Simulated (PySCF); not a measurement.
Identify the unknown among the candidates.

All candidates are C4H7F3S2Si.

| technique | computed result |
| --- | --- |
| Dipole | 4.75 D [PBE0/pcSseg-1] |
| 1H NMR | chemical shifts (computed TMS as zero) by class: 5.46 (1 H), 0.62 (6 H) ppm [GIAO PBE0/pcSseg-1] |
| NMR, other nuclei | isotropic shieldings of nuclei other than C and H, by class: 247 (3 F), 342 (1 Si), -393 (1 S), 236 (1 S) ppm [GIAO PBE0/pcSseg-1] |
| 13C NMR | chemical shifts (computed TMS as zero) by class: 236.6 (1 C), 124.9 (1 C), -2.7 (2 C) ppm [GIAO PBE0/pcSseg-1] |
| Rotational structure | rotational constants A, B, C: 1.534, 0.501, 0.432 GHz [GFN2-xTB] |

The electronic properties come from PySCF, for the isolated species, density fitting. Levels stand in brackets. The structure is a single GFN2-xTB conformer in the gas phase; no vibrational or solvent corrections. Each NMR value is the plain mean over a class of atoms that symmetry, rotation or inversion makes alike.

Question: Which candidate is it?
A. `C[SiH](C)SC(=S)C(F)(F)F`
B. `FC(F)[C@@H]1[SiH2]SCS[C@@H]1F`
C. `FC(F)(F)C[C@H]1CS[SiH2]S1`
D. `C[C@]1(C(F)(F)F)CS[SiH2]S1`

Answer: A. It is `C[SiH](C)SC(=S)C(F)(F)F`. Numbering: `[CH3:1][SiH:2]([CH3:3])[S:4][C:5](=[S:6])[C:7]([F:8])([F:9])[F:10]`. Its formula, C4H7F3S2Si, gives 1 degree of unsaturation: 0 rings and 1 π bond in the structure found. 4 carbons fall into 3 classes; from least to most shielded: thiocarbonyl carbon [C5] (236.6 ppm), CF3 carbon [C7] (124.9 ppm), Si-methyl carbon [C1/C3] (-2.7 ppm, 2 C). Hydrogen classes from least to most shielded: 1 H on an SiH silicon, Si2 (5.46 ppm), 6 H on 2 Si-methyl carbons, C1/C3 (0.62 ppm, a mean of values up to 1.2 ppm apart in this geometry). The other shieldings belong to: 247 ppm, fluorine of a CF3 group [F8/F9/F10]; 342 ppm, SiH silicon [Si2]; -393 ppm, thiocarbonyl sulfur [S6]; 236 ppm, sulfur bonded to C and Si [S4]. The optimised geometry has point group C1 and is an asymmetric top.

The others, at the same levels:
- `FC(F)[C@@H]1[SiH2]SCS[C@@H]1F` fails: it has 4 carbon classes against 3; its computed 13C shifts are 122.1 (1 C), 99.2 (1 C), 40.4 (1 C), 34.0 (1 C) ppm, 1H shifts are 6.21 (1 H), 6.04 (1 H), 5.34 (1 H), 4.70 (1 H), 4.68 (1 H), 3.52 (1 H), 2.12 (1 H) ppm and rotational constant A is 1.265 GHz (against 1.534 GHz).
- `FC(F)(F)C[C@H]1CS[SiH2]S1` fails: it has 4 carbon classes against 3; its computed 13C shifts are 134.4 (1 C), 54.1 (1 C), 44.4 (1 C), 42.6 (1 C) ppm, 1H shifts are 5.53 (1 H), 5.53 (1 H), 3.50 (1 H), 3.41 (1 H), 2.82 (1 H), 2.39 (1 H), 2.26 (1 H) ppm and rotational constant A is 1.748 GHz (against 1.534 GHz).
- `C[C@]1(C(F)(F)F)CS[SiH2]S1` fails: it has 4 carbon classes against 3; its computed 13C shifts are 136.1 (1 C), 68.9 (1 C), 46.3 (1 C), 25.4 (1 C) ppm, 1H shifts are 5.62 (1 H), 5.60 (1 H), 3.36 (1 H), 2.95 (1 H), 1.72 (3 H) ppm and smallest rotational constant is 0.559 GHz (against 0.432 GHz).

Each candidate is one conformer, not necessarily the lowest. The conformers computed, where there is a choice (atom-mapped SMILES and torsion angles):
- `[CH3:1][SiH:2]([CH3:3])[S:4][C:5](=[S:6])[C:7]([F:8])([F:9])[F:10]`: C1–Si2–S4–C5 -71°, Si2–S4–C5–S6 1°, S4–C5–C7–F8 180°

The conformers of `FC(F)[C@@H]1[SiH2]SCS[C@@H]1F`, `FC(F)(F)C[C@H]1CS[SiH2]S1` and `C[C@]1(C(F)(F)F)CS[SiH2]S1` aren't listed.
